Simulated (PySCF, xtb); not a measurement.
C2H6BN. Atoms are numbered in the order given.

```xyz
10

B     -0.9018     0.3959     0.1255
H     -2.0199     0.7517    -0.1852
C     -0.1804    -0.7822    -0.6301
C      1.1418    -0.8257    -0.8459
H     -0.7872    -1.5936    -1.0551
H      1.6236    -1.6366    -1.4054
H      1.8090    -0.0312    -0.4868
N     -0.2649     1.0730     1.1696
H     -0.6799     1.8575     1.6556
H      0.6497     0.8098     1.5179
```
Charge 0, spin multiplicity 1.

The structure is a stationary point at ωB97X-D3(BJ)/def2-SVP. Other conformers were not sampled.

Computed with IEF-PCM-ωB97X/def2-SVP (PySCF).

The values are the electrostatic part of the solvation free energy, E(continuum) − E(gas) at the gas-phase geometry, in a cavity of scaled van der Waals radii (PySCF's table); cavitation and dispersion terms are not included. In vacuum the orbital gap is 11.56 eV. The dipole moment in vacuum is 1.77 D.

Computed values in water (ε = 78.36), ethylethanoate (ε = 5.99), dichloromethane (ε = 8.93):
```csv
solvent,ε,ΔG(elec) (kcal/mol),dipole (D),gap (eV)
water,78.36,-3.6,2.29,11.52
ethylethanoate,5.99,-2.7,2.16,11.53
dichloromethane,8.93,-3.0,2.20,11.53
```

For comparison, GFN2-xTB/ALPB(water) (xtb, at the GFN2-xTB geometry, all terms of that model) gives -3.5 kcal/mol.
